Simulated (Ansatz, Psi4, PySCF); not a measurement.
Species: C$_{2}$H$_{10}$P$_{2}$Si, net charge 0, singlet state. SMILES: C[Si](P)(P)C
Geometry from a B3LYP-D3(BJ)/def2-TZVP (Ansatz, a first-principles code) optimisation:
```xyz
15

C     -0.8976     0.7815     1.7488
Si    -0.2188     0.3046     0.0640
C     -0.7337     1.5593    -1.2354
P     -0.9283    -1.8021    -0.3996
P      2.0495     0.3333     0.1900
H     -1.9898     0.7991     1.7340
H     -0.5834     0.0729     2.5169
H     -0.5474     1.7747     2.0378
H     -0.3362     1.2959    -2.2168
H     -0.3706     2.5568    -0.9767
H     -1.8221     1.6016    -1.3143
H     -0.4553    -1.7781    -1.7372
H     -2.2477    -1.4146    -0.7618
H      2.2439    -0.3189    -1.0556
H      2.1429    -0.8667     0.9414
```

Property: vertical triplet-singlet gap, E(triplet) - E(singlet), in eV. Set-up: valence correlation only; 6-31G* and kin with 6d, 5d where marked; no dispersion term unless named; UHF or UKS for open shells; no spin-orbit coupling; non-relativistic; 6-311+G** with 5d, 6d on Na to Ar in Ansatz; each state is the SCF solution reached for its charge and spin. First-principles rows: single points at B3LYP-D3(BJ) geometries (Ansatz). Levels can end on unlike triplets.

| level | program | vertical triplet-singlet gap, E(triplet) - E(singlet) (eV) |
|---|---|---|
| HF/6-31G* | Ansatz | 5.47 |
| HF/6-311+G** | Ansatz | 5.35 |
| PBE/6-31G* | Ansatz | 5.23 |
| PBE/6-311+G** | Ansatz | 4.97 |
| B3LYP/STO-3G | Ansatz | 7.24 |
| B3LYP/3-21G | Ansatz | 5.84 |
| B3LYP/6-31G* | Ansatz | 5.53 |
| B3LYP/6-311+G** | Ansatz | 5.29 |
| M06-2X/6-31G* (5d) | PySCF | 5.69 |
| wB97X-D/6-31G* | Psi4 | 5.80 |
| MP2/6-31G* | Ansatz | 6.00 |
| MP2/6-311+G** | Ansatz | 5.65 |
| PBE/def2-TZVPD | Ansatz | 4.87 |
| PBE0/def2-TZVPD | Ansatz | 5.17 |
| wB97X-V/def2-TZVPD | Ansatz | 5.57 |

No value to compare with is used here. The 12 habitual levels span 4.97 (PBE/6-311+G**) to 7.24 eV (B3LYP/STO-3G); PBE0/def2-TZVPD gives 5.17.

The levels are drawn from those run, B3LYP/6-31G* more often than the rest, none by its result; left out are runs that failed, that the program found above a lower state of the same kind, or whose <S^2> lies over 0.5 above the pure value.
